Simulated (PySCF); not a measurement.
**N (nitrogen, neutral) across methods**

[He] 2s2 2p3, high-spin 4S determinant. Computed with PySCF 2.14 in aug-cc-pCVTZ-DK with one added diffuse shell each of s, p, d, f type (8s7p5d3f, 75 functions), with scalar relativity by spin-free X2C-1e.

```csv
method,E (hartree),mean ε 2s α (eV),mean ε 2s β (eV),mean ε 2p α (eV),Σ⟨r²⟩ (bohr²),⟨S²⟩
UHF,-54.43044,-31.694,-19.805,-15.525,12.10,3.758
BP86,-54.6230,-19.920,-15.542,-8.343,12.55,3.753
wB97X-V,-54.6158,-25.558,-19.879,-12.665,12.46,3.753
LDA,-54.1623,-19.656,-15.316,-8.401,12.63,3.753
PW91,-54.6054,-19.922,-15.341,-8.364,12.57,3.753
BLYP,-54.6201,-19.572,-15.504,-8.076,12.63,3.753
PBE0,-54.5731,-22.957,-16.853,-10.209,12.38,3.753
r2SCAN,-54.6103,-21.391,-15.250,-8.891,12.32,3.755
```

(1) Estimate the same row for PBE.

Results:

(1) E (hartree) = -54.5625; mean ε 2s α (eV) = -19.889; mean ε 2s β (eV) = -15.319; mean ε 2p α (eV) = -8.297; Σ⟨r²⟩ (bohr²) = 12.59; ⟨S²⟩ = 3.752.
